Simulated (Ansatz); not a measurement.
A nudged elastic band was laid between two geometries of AlBrH₆N₂O (11 atoms, charge 0, multiplicity 1).

Theory: RKS PBE/def2-SVP (Ansatz 0.2.0).

```
movable images  : 5
climbing image  : yes
spring          : 5.0 eV/Å²
optimiser       : quadratic models (default)
start path      : through a guess of the saddle point
force threshold : 0.05 eV/Å
iteration limit : 60
end points      : relaxed
```

First end point:

```xyz
11
Properties=species:S:1:pos:R:3
Al -0.228 0.609 0.069
N -0.114 0.061 2.028
H -0.857 -0.601 2.292
H 0.804 -0.385 2.180
O 1.390 0.035 -0.260
H 1.794 0.223 -1.122
N -1.672 -0.228 -0.620
H -2.488 0.297 -0.946
H -1.593 -1.089 -1.166
Br -0.560 2.902 0.366
H -0.180 0.889 2.638
```

Last end point:

```xyz
11
Properties=species:S:1:pos:R:3
Al -0.226 0.610 0.068
N -0.114 0.061 2.028
H -0.850 -0.613 2.279
H 0.808 -0.372 2.188
O 1.392 0.036 -0.263
H 1.795 0.216 -1.127
N -1.676 -0.227 -0.612
H -1.596 -1.088 -1.159
H -2.485 0.302 -0.946
Br -0.553 2.903 0.362
H -0.200 0.886 2.639
```

What changes between the two ends?

No bond is made or broken.  The two ends are copies of one structure, up to a mirror image or an exchange of like atoms.

Give the energies along the band, and the barrier.

The forces met the threshold. The highest image is number 3 of 0 to 6, 0.178 eV above the ends, which have the same energy within 2 meV. A vibrational analysis at the climbing image gives one clearly imaginary mode, 252i cm⁻¹: a first-order saddle point.

```csv
image,path coordinate (Å),energy (eV)
0,0.00,0.000
1,0.70,0.038
2,1.41,0.119
3,2.11,0.178
4,2.68,0.126
5,3.24,0.033
6,3.81,0.000
```

What is the geometry of the highest image?


```xyz
11
Properties=species:S:1:pos:R:3
Al -0.204 0.608 0.023
N -0.192 0.026 1.971
H -0.845 -0.716 2.256
H 0.773 -0.320 2.099
O 1.456 0.095 -0.171
H 1.952 0.247 -0.989
N -1.566 -0.299 -0.758
H -2.310 -0.747 -0.216
H -1.992 0.060 -1.619
Br -0.449 2.921 0.275
H -0.329 0.840 2.587
```

What are the harmonic wavenumbers there?

252i, 101, 130, 133, 177, 178, 215, 242, 320, 356, 457, 578, 615, 632, 683, 718, 843, 1154, 1491, 1550, 1575, 3366, 3480, 3486, 3512, 3561, 3827 cm⁻¹.

The band took 21 iterations and about 9 core-minutes.

Run time: 2.3 min on 4 threads of Arm Neoverse V1, on a shared host, peak memory 0.19 GiB.
